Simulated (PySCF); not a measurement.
**MK for M along the halogens**

PBE0 with triple-zeta basis sets in PySCF, for the lowest determinant that a PBE0 search found; no spin–orbit coupling. De refers to high-spin ground-configuration atoms. A positive dipole means M(−)K(+).

```json
{"M": "F", "basis": "x2c-TZVPPall", "state (unpaired electrons)": "singlet (closed shell)", "Re (Å)": "2.187", "ωe (cm⁻¹)": "427", "De (eV)": "4.73", "μ (D)": "8.53"}
{"M": "Cl", "basis": "def2-TZVPP", "state (unpaired electrons)": "singlet (closed shell)", "Re (Å)": "2.684", "ωe (cm⁻¹)": "277", "De (eV)": "4.21", "μ (D)": "10.18"}
{"M": "I", "basis": "def2-TZVPP", "state (unpaired electrons)": "singlet (closed shell)", "Re (Å)": "3.071", "ωe (cm⁻¹)": "183", "De (eV)": "3.43", "μ (D)": "11.06"}
```

Problem. The row for M = Br is missing. Estimate Re, ωe and De as the mean of the rows for Cl and I, and compare with the calculation.

Solution. The means are 2.878 Å, 230 cm⁻¹ and 3.82 eV. PBE0 in def2-TZVPP gives KBr as a singlet (closed shell) with Re = 2.848 Å, ωe = 216 cm⁻¹, De = 3.90 eV, so the estimate is off by +2.9 pm, +6 % and -0.08 eV.

The rows differ in basis set, which adds steps of its own.

Spin–orbit coupling is left out, which matters for elements this heavy, above all for dissociation energies.
